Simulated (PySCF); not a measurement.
Exercise with solution: oscillator strength and radiative lifetime

GeH4OSe, SMILES O[Se][GeH3].

Coordinates come from a PBE-D3(BJ)/def2-SVP optimisation. The structure was generated by enumeration, and PubChem lists no compound with its InChIKey, so it may never have been made. Other conformers were not sampled.

TDA-PBE/def2-SVPD run with PySCF 2.14.0 puts the first singlet state with f over 0.02 at 5.73 eV (vertical), with the transition dipole (-0.374, 0.400, -0.403) in atomic units.

Q: Find the oscillator strength, the wavelength and the radiative lifetime that this transition would have in vacuum if emission retraced absorption.

A: 
|μ|² = 0.4623 au, so |μ| = 1.73 D. ΔE = 5.73/27.211 = 0.2106 hartree. f = (2/3) ΔE |μ|² = 0.065 (the program prints 0.065).
λ = 1239.84/5.73 = 216 nm; ν = 46216 cm⁻¹.
Einstein's coefficient A = 0.6670 ν² f s⁻¹ (ν in cm⁻¹) = 9.2e7 s⁻¹, so τ = 1/A = 11 ns. This state is S5; the lower singlets have f = 0.002, 0.001, 0.011, 0.010. The figure is the radiative limit of this one transition; relaxation, internal conversion, crossing to triplets and a medium change what is measured.
